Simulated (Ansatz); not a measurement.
`C[CH2][GeH2][CH3]` + H₂S → `[CH3][GeH2][SH]` + `CC` at 298.15 K and 1 bar (ligand exchange at a Ge–C bond).

Calculated with Ansatz (gas phase, PBE0-D4/def2-TZVP geometries, no zero-point term in ΔE). CCSD(T)/CBS adds triple-zeta CCSD(T) − MP2 to the extrapolated MP2 energy (def2 sets, frozen cores). This one scheme is used for every species. For Ge outer-core shells are correlated without core-valence functions, which leaves a few kJ/mol of doubt a bond. Scalar relativity is left out up to krypton. One conformer a species, not always the lowest.

| species | CCSD(T)/CBS energy (Eh) | H − E (kJ/mol) | S (J/(mol·K)) |
| --- | --- | --- | --- |
| `C[CH2][GeH2][CH3]` | -2196.29761 | 330.4 | 351.3 |
| H₂S | -398.97279 | 49.9 | 205.7 |
| `[CH3][GeH2][SH]` | -2515.57584 | 180.5 | 327.9 |
| `CC` | -79.71954 | 207.7 | 227.7 |

H − E and S are ideal-gas, rigid-rotor, harmonic terms from PBE0-D4/def2-TZVP, for one conformer and one mirror image of each species. 1 Eh = 2625.50 kJ/mol, R = 8.31446 J/(mol·K).

Q: By hand: ΔE, ΔH, ΔS and ΔG.

A: ΔE = (-2515.57584) + (-79.71954) − (-2196.29761) − (-398.97279) = -0.02498 Eh = -65.6 kJ/mol. Δ(H − E) = 180.5 + 207.7 − 330.4 − 49.9 = 7.9, so ΔH = -57.7 kJ/mol. ΔS = 327.9 + 227.7 − 351.3 − 205.7 = -1.4 J/(mol·K). ΔG = -57.7 − 298.15 × (-1.4)/1000 = -57.3 kJ/mol.

Q: By hand: the equilibrium constant, and the temperature at which ΔG would vanish if ΔH and ΔS stayed fixed.

A: log₁₀ K = −ΔG/(RT ln 10) = 10.0. ΔG = 0 at ΔH/ΔS = 41214 K, far beyond where these terms or the molecules hold.

The number of gas molecules stays the same, so ΔS is small and ΔH decides. A doubt of 5 kJ/mol in ΔE shifts log₁₀ K by 0.9 here. Other conformers and mirror images would add mixing entropy, several J/(mol·K) or more a flexible species. These are equilibria of isolated gas molecules and say nothing of rates. Largest T1 diagnostic: 0.010 (customary marks: 0.02 for closed shells, 0.045 for open ones).
